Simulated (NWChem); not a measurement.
Molecule: SiH2SO, singlet; SMILES O[Si]S

```xyz
5

Si    -0.6845    -0.6758     0.0000
O      0.7032    -1.5963     0.0000
H      1.5889    -1.1990     0.0000
S      0.2078     1.3380     0.0000
H     -0.9564     2.0218     0.0000
```
Atoms are numbered in this order, from 1.

All runs: NWChem. Low-valent species are run as closed-shell singlets; no triplet was tried in these runs. Coordinates come from a B3LYP/6-31G* (spherical d) optimisation.

Question: Estimate the computed values for Hartree-Fock/def2-SVP. Quantities: highest occupied level (eV); orbital gap (eV); dipole (D).

Answer: 
- highest occupied level (eV) = -9.32
- orbital gap (eV) = 10.86
- dipole (D) = 0.58
